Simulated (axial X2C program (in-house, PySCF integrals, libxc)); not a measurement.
**Low determinants of CaSr at the PBE0 level, 2c**

Calculated with an in-house relativistic program for diatomic molecules. Two-component (2c) means X2C with spin–orbit coupling and atomic mean-field two-electron Coulomb and Gaunt terms. Basis: Sr dyall-cv3z [13s12p8d5f1g], Ca dyall-cv3z [11s12p6d4f] (cores contracted in-house); Gaussian nuclei, density fitting, unrestricted open shells. Masses: Sr 87.906 u, Ca 39.963 u.

Search at 4.429 Å (vertical energies from the lowest determinant):

| ΔE (eV) | state | electrons beyond evenly filled partner blocks | electrons in ±ω = 1/2, 3/2, 5/2, 7/2 |
| --- | --- | --- | --- |
| 0.00 | Ω = 0 | none | 42 14 2 0 |
| 1.00 | Ω = 1 | 2 × ω = 1/2 | 42 14 2 0 |
| 1.15 | Ω = 2 | ω = 1/2, ω = 3/2 | 41 15 2 0 |
| 1.19 | Ω = 1 | ω = -1/2, ω = 3/2 | 41 15 2 0 |
| 2.03 | Ω = 3 | ω = 1/2, ω = 5/2 | 41 14 3 0 |
| 2.27 | Ω = 2 | ω = -1/2, ω = 5/2 | 41 14 3 0 |

Lowest determinant, Ω = 0 (closed shell): Re = 4.418 Å, ωe = 63.6 cm⁻¹.

The determinant in row 2 of the search, Ω = 1 (⟨Sz⟩ = 1.00, ⟨Lz⟩ = 0.00 at PBE0), was followed along the bond at PBE0; measured from the minimum of the lowest determinant it gives:

Te = 0.923 eV (7448 cm⁻¹), Re = 4.020 Å, ωe = 106.2 cm⁻¹.

Q: Compare the bond of the determinant in row 2 with that of the lowest one.

A: At PBE0 its Re is 0.398 Å shorter and its force constant, which goes as ωe², is 2.79 times that of the lowest determinant. T0 ≈ Te + Δωe/2 = 7448 + (21) = 7469 cm⁻¹.

The search compares states at one distance, so a state with another bond length can lie lower; it is not exhaustive and yields mostly the lowest determinant of each block pattern, so other components and higher states of one pattern are missing. A followed state lies above the atoms to which the lowest one dissociates. These are energies of single determinants, not of spin-adapted states; PBE0 term energies can be off by some tenths of an eV, and the functional has no current term. Open-shell Ω = 0 determinants with evenly filled partner blocks cannot be reached by this program, so the Ω shown need not be the lowest component.
